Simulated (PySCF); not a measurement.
Simulated outer-valence photoelectron spectrum of `C=N[Si@H](F)P`. Method: EOM-IP-CCSD/aug-cc-pVDZ in PySCF, restricted Hartree–Fock reference, 13 core orbitals frozen, non-relativistic, gas phase, PBE0-D3(BJ)/def2-SVP geometry.

Each root has a Gaussian of 0.6 eV full width with its one-hole share as area; cross sections and vibrations are left out, and the highest printed point is 100.

```json
{"ionisation energy (eV)": "8.8", "intensity": "0"}
{"ionisation energy (eV)": "9.0", "intensity": "2"}
{"ionisation energy (eV)": "9.2", "intensity": "10"}
{"ionisation energy (eV)": "9.4", "intensity": "35"}
{"ionisation energy (eV)": "9.6", "intensity": "72"}
{"ionisation energy (eV)": "9.8", "intensity": "92"}
{"ionisation energy (eV)": "10.0", "intensity": "76"}
{"ionisation energy (eV)": "10.2", "intensity": "40"}
{"ionisation energy (eV)": "10.4", "intensity": "12"}
{"ionisation energy (eV)": "10.6", "intensity": "2"}
{"ionisation energy (eV)": "10.8", "intensity": "0"}
{"ionisation energy (eV)": "11.0", "intensity": "2"}
{"ionisation energy (eV)": "11.2", "intensity": "10"}
{"ionisation energy (eV)": "11.4", "intensity": "30"}
{"ionisation energy (eV)": "11.6", "intensity": "52"}
{"ionisation energy (eV)": "11.8", "intensity": "47"}
{"ionisation energy (eV)": "12.0", "intensity": "24"}
{"ionisation energy (eV)": "12.2", "intensity": "13"}
{"ionisation energy (eV)": "12.4", "intensity": "25"}
{"ionisation energy (eV)": "12.6", "intensity": "47"}
{"ionisation energy (eV)": "12.8", "intensity": "52"}
{"ionisation energy (eV)": "13.0", "intensity": "34"}
{"ionisation energy (eV)": "13.2", "intensity": "31"}
{"ionisation energy (eV)": "13.4", "intensity": "63"}
{"ionisation energy (eV)": "13.6", "intensity": "100"}
{"ionisation energy (eV)": "13.8", "intensity": "90"}
{"ionisation energy (eV)": "14.0", "intensity": "45"}
{"ionisation energy (eV)": "14.2", "intensity": "13"}
{"ionisation energy (eV)": "14.4", "intensity": "3"}
{"ionisation energy (eV)": "14.6", "intensity": "8"}
{"ionisation energy (eV)": "14.8", "intensity": "28"}
{"ionisation energy (eV)": "15.0", "intensity": "60"}
{"ionisation energy (eV)": "15.2", "intensity": "82"}
{"ionisation energy (eV)": "15.4", "intensity": "78"}
{"ionisation energy (eV)": "15.6", "intensity": "52"}
{"ionisation energy (eV)": "15.8", "intensity": "22"}
{"ionisation energy (eV)": "16.0", "intensity": "5"}
{"ionisation energy (eV)": "16.2", "intensity": "1"}
```

Problem. Where are the maxima, and how many lines lie under the curve?

Solution. 5 maxima, at 9.8, 11.7, 12.7, 13.7 and 15.3 eV, from 8 lines. At this width some lines have no maximum of their own.

Problem. List the lines with their holes.

Solution. 
```tsv
E (eV)	leading hole (HF orbital)	area	Koopmans (eV)
9.67	HOMO-1	0.94	11.05
9.95	HOMO	0.95	10.30
11.67	HOMO-2	0.95	12.25
12.73	HOMO-3	0.95	13.21
13.61	HOMO-4	0.94	14.38
13.72	HOMO-5	0.94	15.13
15.10	HOMO-6	0.93	16.97
15.45	HOMO-7	0.94	17.80
```

The widest gap, 1.72 eV, lies between 9.95 and 11.67 eV. Only orbitals with −ε under 21 eV, eight at most, were ionised, so the high end of the curve may lack lines.

The values belong to the conformer `[CH2:1]=[N:2][Si@H:3]([F:4])[PH2:5]`: C1–N2–Si3–F4 -124°, H–P5–Si3–N2 -71°, H–P5–Si3–N2 -164°.
